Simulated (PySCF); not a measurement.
C2H4NO, charge -1, multiplicity 1. Atoms are numbered in the order given.

```xyz
8

C     -0.2030     1.3540     0.0000
C      0.0335    -0.1614     0.0000
N     -1.0636    -0.8874     0.0000
O      1.2423    -0.5343     0.0000
H      0.2790     1.7996    -0.8852
H     -1.2746     1.5970     0.0000
H      0.2790     1.7996     0.8852
H     -0.7596    -1.8653     0.0000
```
Charge -1, spin multiplicity 1.

The structure is a stationary point at PBE0-D3(BJ)/def2-SVPD. The multiplicity is an assumed one; other spin states were not compared. The isomer is the one that the SMILES or the coordinates give; other isomers of the formula were not compared. One conformer was computed; it need not be the lowest.

All values below come from PBE/def2-TZVPD in PySCF.

Symmetry labels are those of the subgroup Cs that the program uses (full group Cs).

Problem. List the valence orbital energies around the gap with their symmetry. (An estimate is asked for; the answer gives what the named calculation found.)

Solution. 
| orbital | symmetry | energy (eV) |
|---|---|---|
| HOMO−7 | A' | -5.40 |
| HOMO−6 | A" | -5.30 |
| HOMO−5 | A' | -4.11 |
| HOMO−4 | A' | -3.92 |
| HOMO−3 | A" | -2.69 |
| HOMO−2 | A' | -0.76 |
| HOMO−1 | A" | 0.47 |
| HOMO | A' | 0.64 |
| LUMO | A' | 3.73 |
| LUMO+1 | A' | 4.53 |
| LUMO+2 | A" | 4.96 |
| LUMO+3 | A' | 5.16 |
